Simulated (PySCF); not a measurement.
C4H10Ge.
Atom-mapped SMILES: `[CH3:1][CH2:2]/[CH:3]=[CH:4]/[GeH3:5]` (hydrogens: H6, H7, H8 on C1; H9, H10 on C2; H11 on C3; H12 on C4; H13, H14, H15 on Ge5)

Computed by this run: PBE0-D3(BJ)/def2-SVP geometry optimisation, gas phase (PySCF); density fitting, grid level 1; the optimiser is geomeTRIC in internal coordinates, started from a GFN2-xTB structure with every atom displaced at random (about 0.01 Å).

Step 0: E = -60806.0791 eV
```
atom  x, y, z in Å  |  force x, y, z in eV/Å
C1     -2.3500   -0.6328   -0.1317   -0.748   2.089  -0.395
C2     -1.4470    0.5335    0.2614    0.132  -0.618   0.674
C3     -0.0444    0.2457   -0.1219    1.867   0.455   1.987
C4      1.0462    0.3035    0.7081   -1.972   0.004  -0.818
Ge5     2.8408   -0.0622    0.1779   -0.523   0.468   0.272
H6     -2.0749   -1.5228    0.3583    0.496  -1.537   0.775
H7     -2.3265   -0.7719   -1.2108    0.020  -0.235  -0.413
H8     -3.3806   -0.3745    0.1406   -0.219  -0.190   0.002
H9     -1.5129    0.7226    1.3578    0.041  -0.009  -0.400
H10    -1.7639    1.4475   -0.2408   -0.265   0.382  -0.236
H11     0.1190   -0.0306   -1.1419    0.099  -0.276  -1.102
H12     0.8486    0.5771    1.7531    0.081   0.031   0.031
H13     3.4729   -1.0034    1.1203    0.539  -0.903   0.858
H14     2.8879   -0.6280   -1.1807   -0.051  -0.510  -1.246
H15     3.6695    1.1788    0.2007    0.502   0.849   0.009
```

Q: Estimate the geometry and energy of step 1. (The exact step hangs on the optimiser's Hessian estimate; all steps are aligned on step 0, rigid shifts and turns removed.)

A: E = -60806.2902 eV, largest force 0.521 eV/Å
```
atom  x, y, z in Å  |  force x, y, z in eV/Å
C1     -2.3404   -0.6082   -0.1143    0.179  -0.354   0.192
C2     -1.4429    0.5751    0.2274   -0.032   0.153  -0.031
C3     -0.0106    0.3275   -0.1328   -0.295  -0.411  -0.124
C4      0.9896    0.2265    0.7476    0.446   0.222  -0.043
Ge5     2.8295   -0.0855    0.2009    0.191  -0.094  -0.050
H6     -1.9944   -1.5234    0.4152   -0.146   0.286  -0.195
H7     -2.3313   -0.8231   -1.1932    0.012  -0.026  -0.042
H8     -3.3814   -0.4196    0.1800   -0.074   0.026   0.014
H9     -1.5125    0.8001    1.3036   -0.001   0.034   0.012
H10    -1.8096    1.4727   -0.3072    0.043  -0.043   0.027
H11     0.1723    0.1036   -1.1995    0.039   0.159   0.149
H12     0.7835    0.4269    1.8078   -0.015  -0.046  -0.013
H13     3.5754   -1.0529    1.1774   -0.216   0.200  -0.229
H14     2.8283   -0.6916   -1.2388    0.006   0.135   0.320
H15     3.6292    1.2542    0.1761   -0.136  -0.241   0.013
```

The energy changes by -0.2111 eV. The first-order estimate −F·Δx gives -0.6287 eV and the mean of the old and new forces, exact on a quadratic surface, -0.2277 eV. The step makes an angle of 72° with the force vector and moves no atom by more than 0.173 Å.

The cost below is that of the whole optimisation. Hardware: one thread, Arm Neoverse V2 (aarch64), shared host with 96 logical CPUs at a one-minute load of 72. Cost: 92 s wall, 0.53 GiB resident at most.
